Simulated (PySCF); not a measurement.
Choosing a molecule for a target property.

All species are isolated and taken at one optimised geometry, non-relativistic unless stated. Electronic properties by PySCF.

The conformers computed, where there is a choice (atom-mapped SMILES and torsion angles):
- `[SiH3:1][O:2][GeH2:3][NH:4][GeH3:5]`: Si1–O2–Ge3–N4 -10°, O2–Ge3–N4–Ge5 88°
- `[O:1]=[P:2]([OH:3])([OH:4])[OH:5]`: H–O3–P2–O1 0°, H–O4–P2–O1 1°, H–O5–P2–O1 172°

The conformers of `CCC1CCCC1` aren't listed.

Task: Wanted: lowest singlet excitation above 8 eV (TDDFT CAM-B3LYP/def2-SVPD) and HOMO energy below -8.6 eV (CAM-B3LYP/def2-SVPD), at PBE0-D3(BJ)/def2-SVP geometries. Which candidate meets both?
A. `[SiH3][O][GeH2][NH][GeH3]`
B. `CCC1CCCC1`
C. `C1=NNC=P1`
D. `O=P(O)(O)O`

Result: B. Computed values:
```
                  species  lowest singlet excitation  HOMO energy
                C1=NNC=P1                    5.75 eV     -8.25 eV
[SiH3][O][GeH2][NH][GeH3]                    6.18 eV     -8.88 eV
               O=P(O)(O)O                    7.75 eV    -10.58 eV
                CCC1CCCC1                    8.45 eV     -9.97 eV
```
